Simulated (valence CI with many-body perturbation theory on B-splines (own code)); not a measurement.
The numbers below are computed, except where a source is named.
**Sc VIII: input, log and results**

Level of theory: configuration interaction combined with many-body perturbation theory (CI+MBPT): four valence electrons over a frozen Dirac-Fock core [Ne], a basis of 6 s, 6 p, 5 d, 3 f, 1 g functions for each j, with the one-electron correlation potential Σ1 (screened to all orders), the two-electron term Σ2, the three-electron term Σ3, Breit, model QED; selected single and double excitations, second order for the rest, scaled by the run's own slope (own B-spline code, finite nucleus).

Command, and the settings that its task file holds:

```sh
python run_cv.py task.json out
```

```
atom Sc  Z=21  mass_number=45  rms_radius_fm=3.5459
core [Ne]
valence 3s2 3p2
avg = 1
basis = S
breit = 1
cap = 10000
capref = 1200
cscale = 1
de = 0.0
dress = 0
eps = 2e-08
extrap = 1
h = 0.27
hh = 1
l2 = 3
lcore = 6
maxit = 60
n2 = 5
natural = 1
nlev = 20
nno = [3, 3, 3, 2, 1]
nroot = 26
nsp = [3, 3, 2, 1, 0]
pt2 = 1
qed = 1
rpa = 1
s1 = 1.1
s2 = 1
s3 = 1
screen = 1
tol = 2e-05
whole = 1
```

It took 12 s on 1 thread of Intel(R) Xeon(R) 6975P-C (Granite Rapids), with other jobs on the host.

Log. The first blocks belong to the next ion, which gives the ionisation energy. Fields: 2J, parity (1 odd), roots, reference size, generating configurations, candidates as configurations/state functions, variational space P, stored matrix elements, Davidson steps; e2 is the range of second-order energies in hartree. The first line gives the box (bohr), its intervals, the orbitals and the steps of their self-consistent field. Window is the range of levels sought, series limit the energy at which the first omitted orbital would enter, core excitation an estimate of the first excitation out of the core, left out the lowest levels not solved, and shifts from estimates the range by which levels moved from their first estimate, all in cm⁻¹.

```
rmax 10.5 intervals 63 orbitals 36 references ['3s2 3p2', '3s 3p3', '3s2 3p 3d', '3p4', '3s 3p2 3d'] scf 7 t 0.8
2J=1 par=1 roots 2 ref 37 generators 11 cand 666/961 P 696/998 nnz 0 it 0
2J=1 par=1 roots 2 ref 37 generators 25 cand 702/1043 P 1398/2041 nnz 0 it 6
   second order: generators 44 cand 1670/2468 e2 -0.00001 -0.00000
2J=3 par=1 roots 2 ref 57 generators 11 cand 506/939 P 543/996 nnz 0 it 0
2J=3 par=1 roots 2 ref 57 generators 28 cand 876/1901 P 1419/2897 nnz 1.2e+06 it 5
   second order: generators 50 cand 2061/4240 e2 -0.00001 -0.00001
reference levels 450, estimated 51, window 323981 1/cm; series limit 965888, core excitation 3217348
2J=0 par=0 roots 3 ref 29 generators 13 cand 541/1035 P 2243/3561 nnz 1e+06 it 6
2J=0 par=0 roots 3 ref 29 generators 22 cand 778/1472 P 3021/5033 nnz 1.9e+06 it 6
   second order: generators 55 cand 9421/18413 e2 -0.00005 -0.00002
2J=2 par=0 roots 2 ref 50 generators 11 cand 352/1016 P 1211/3565 nnz 1.6e+06 it 5
2J=2 par=0 roots 2 ref 50 generators 16 cand 1451/6348 P 2662/9913 nnz 8.8e+06 it 8
   second order: generators 40 cand 8109/39382 e2 -0.00006 -0.00004
2J=4 par=0 roots 3 ref 68 generators 16 cand 308/992 P 1110/3550 nnz 1.6e+06 it 5
2J=4 par=0 roots 3 ref 68 generators 27 cand 1252/6421 P 2362/9971 nnz 9.3e+06 it 8
   second order: generators 49 cand 7876/51814 e2 -0.00017 -0.00007
2J=4 par=1 roots 8 ref 59 generators 21 cand 258/990 P 1067/3542 nnz 1.5e+06 it 7
2J=4 par=1 roots 8 ref 59 generators 41 cand 1346/6445 P 2413/9987 nnz 9.2e+06 it 9
   second order: generators 95 cand 13171/86440 e2 -0.00035 -0.00004
2J=2 par=1 roots 7 ref 55 generators 22 cand 322/1002 P 1275/3548 nnz 1.4e+06 it 9
2J=2 par=1 roots 7 ref 55 generators 39 cand 1606/6448 P 2881/9996 nnz 8.4e+06 it 10
   second order: generators 89 cand 12386/60824 e2 -0.00018 -0.00004
2J=6 par=1 roots 4 ref 43 generators 16 cand 243/989 P 1067/3521 nnz 1.5e+06 it 5
2J=6 par=1 roots 4 ref 43 generators 36 cand 1261/6468 P 2328/9989 nnz 9.5e+06 it 10
   second order: generators 72 cand 11455/81625 e2 -0.00033 -0.00010
2J=0 par=1 roots 2 ref 22 generators 10 cand 578/982 P 2237/3501 nnz 1.1e+06 it 4
2J=0 par=1 roots 2 ref 22 generators 18 cand 1101/1884 P 3338/5385 nnz 2e+06 it 5
   second order: generators 43 cand 9232/18227 e2 -0.00005 -0.00003
2J=8 par=1 roots 1 ref 23 generators 8 cand 214/1088 P 977/3810 nnz 2e+06 it 4
2J=8 par=1 roots 1 ref 23 generators 14 cand 1435/6176 P 2412/9986 nnz 9.4e+06 it 5
   second order: generators 28 cand 7980/56109 e2 -0.00009 -0.00009
left out: unestimated 482320, estimated 399003, shifts from estimates -11 to 24
operators 0.4
```

The Davidson iterations converged.

Set against measurement, 19 paired levels are off by 269 cm⁻¹ on average, the worst by 695. These come from a selection out of Sugar and Corliss, J. Phys. Chem. Ref. Data 9, 473 (1980). Levels without a partner in it may be off by more.

```yaml
Valence_energy: -29.92666 hartree
Ionisation_energy: "158.31 eV (NIST: 158.08 ± 0.25 eV (semi-empirical))"
Reference_configurations_for_the_orbitals: 3s2 3p2, 3s 3p3, 3s2 3p 3d, 3p4, 3s 3p2 3d
Radial_orbitals: 36
Box_radius: 10.54 bohr
Largest_variational_space: 9996
Lowest_levels: 3s²3p² ³P_0 0.000, 3s²3p² ³P_1 0.282, 3s²3p² ³P_2 0.685, 3s²3p² ¹D_2 3.136, 3s²3p² ¹S_0 6.858, 3s3p³ ⁵S°_2 16.019, 3s3p³ ³D°_1 22.305, 3s3p³ ³D°_2 22.315, 3s3p³ ³D°_3 22.374, 3s3p³ ³P°_0 25.770, 3s3p³ ³P°_1 25.779, 3s3p³ ³P°_2 25.785, 3s3p³ ¹D°_2 28.350, 3s3p³ ³S°_1 33.842 eV
```

Names give the largest LS component (configuration and term), which can be under half, so a name can repeat, a term be missing and a line seem to break the LS rules; names also repeat where a configuration has a term twice.
